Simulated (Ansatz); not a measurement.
## Which method gave which barrier?

Saddle point of Si$_{4}$H$_{11}$O$_{4}$F, closed shell (Si₄H₉O₃F ([F][Si]([O][SiH3])([O][SiH3])[O][SiH3]) + H₂O → Si₃H₇O₃F ([OH][Si]([F])([O][SiH3])[O][SiH3]) + SiH₄O ([OH][SiH3]); bonds formed: Si1–O10, O2–H9; bonds broken: Si1–O2, H9–O10), PBE0-D4/def2-TZVP structure:

Si1  (-0.713, 0.333, 0.526)
O2  (-0.226, 0.182, -1.280)
Si3  (0.654, -1.016, -2.014)
O4  (0.175, 1.679, 0.730)
Si5  (1.237, 2.543, -0.176)
O6  (-0.066, -1.133, 0.833)
Si7  (-0.090, -2.158, 2.126)
F8  (-1.609, 0.475, 1.878)
H9  (-1.484, 0.459, -1.322)
O10  (-2.211, 0.485, -0.456)
H11  (-0.057, -2.318, -1.955)
H12  (0.812, -0.618, -3.437)
H13  (1.985, -1.129, -1.376)
H14  (2.328, 1.685, -0.705)
H15  (0.539, 3.203, -1.310)
H16  (1.818, 3.582, 0.709)
H17  (-1.468, -2.652, 2.371)
H18  (0.427, -1.485, 3.343)
H19  (0.790, -3.299, 1.775)
H20  (-2.842, 1.182, -0.259)
(Å)

Program: Ansatz 0.2.0. Basis: def2-TZVPP, with def2-QZVPP for the basis limit. Cores are frozen in the correlated methods. B3LYP uses VWN-RPA correlation. Extrapolation: Hartree–Fock as exp(−7.88 √X), correlation as X^−2.97. Four methods, as single points on the PBE0-D4 structures, gave these electronic barriers from the start structure: 25.54, 30.13, 32.67, 48.57 kcal/mol.

Problem. The methods were, in alphabetical order, B3LYP-D4, HF, MP2, PBE-D4. Which gave which? (A judgement: the text doesn't fix the answer.)

Solution. The calculation gives: PBE-D4 25.54; MP2 30.13; B3LYP-D4 32.67; HF 48.57 kcal/mol. For comparison, CCSD(T) at an estimated basis limit (MP2 extrapolated from triple and quadruple zeta, plus CCSD(T) − MP2 in triple zeta) gives 32.07 kcal/mol.

T1 diagnostic: at most 0.012.

Labels in which every atom is bracketed show which atoms are joined, not bond orders.

For scale, one of the runs: CCSD(T)/def2-TZVPP, 477 basis functions, launched by `ansatz run in.yaml --threads 4 --pin off --events-out ev --progress --plain --max-ram 41984MiB --backend cuda --devices 0, --max-vram 37GiB`. Hardware: 4 CPU threads of an AMD EPYC 7R13 and a share of one NVIDIA H100, shared host. Wall time 79 s; peak host memory 1.2 GiB.
